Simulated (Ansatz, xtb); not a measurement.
# BrF2H3Si2: where a starting geometry ends

The starting geometry of this gas-phase singlet has its atoms placed at random.

```xyz
8

Br   -0.7737    1.8924    1.0109
F    -0.0771   -1.1252    1.7237
F     1.1056    1.4516    0.2508
Si   -1.7113    0.1142    1.4403
Si    1.1597   -0.1112    1.4247
H     2.1635    0.9147    0.3041
H     1.1340   -1.2520   -0.2643
H    -1.2314    0.9369   -0.0011
```

Guess where an optimisation with r2SCAN-D4/def2-SVP ends from this start.

It ends as a structure with Br1 bridging Si4 and H6, F2 bridging Si5 and Si4, F3 bridging Si5 and H6, H6 bridging Br1 and F3, given below by its coordinates. Distances that change by over a tenth: Br1–F3 (2.07 → 2.86 Å), Br1–Si4 (2.06 → 2.48 Å), Br1–Si5 (2.81 → 3.88 Å), F2–Si5 (1.63 → 1.84 Å), Si4–H8 (1.73 → 1.53 Å), Si5–H6 (1.82 → 2.51 Å). Contacts that open: Br1–H8 (1.47 → 2.92 Å). Contacts that close: Br1–H6 (3.18 → 1.80 Å), F2–Si4 (2.07 → 1.90 Å), F3–Si5 (1.96 → 1.90 Å), F3–H6 (1.19 → 1.07 Å), Si5–H7 (2.04 → 1.53 Å).

The energy falls by 10.32 eV over 39 steps:

| step | E − E(last) (eV) |
| --- | --- |
| 1 | 10.317 |
| 5 | 1.428 |
| 9 | 0.733 |
| 14 | 0.221 |
| 18 | 0.039 |
| 22 | 0.033 |
| 26 | 0.026 |
| 31 | 0.020 |
| 35 | 0.002 |
| 39 | 0.000 |

Final geometry (Å):

```yaml
atoms:
  - { symbol: Br, position_ang: [-0.4067, 2.3901, 0.6104] }
  - { symbol: F, position_ang: [-0.0284, -0.5237, 1.7212] }
  - { symbol: F, position_ang: [1.9786, 0.8602, 1.0177] }
  - { symbol: Si, position_ang: [-1.6552, 0.3918, 1.3928] }
  - { symbol: Si, position_ang: [1.5219, -0.9733, 0.8477] }
  - { symbol: H, position_ang: [1.1508, 1.5129, 0.8271] }
  - { symbol: H, position_ang: [0.8628, -0.6641, -0.4984] }
  - { symbol: H, position_ang: [-1.6545, -0.1727, -0.0291] }
```

From the same start GFN2-xTB ends elsewhere, in pieces: F2H2Si + BrHSi.

From so rough a start the end depends on the optimiser's path, so another program may land elsewhere. No frequencies were run, so the end isn't proven a minimum. Run with Ansatz 0.2.0, 2 min on 2 threads of Intel(R) Xeon(R) Platinum 8259CL CPU @ 2.50GHz (Skylake/Cascade Lake) (shared host).
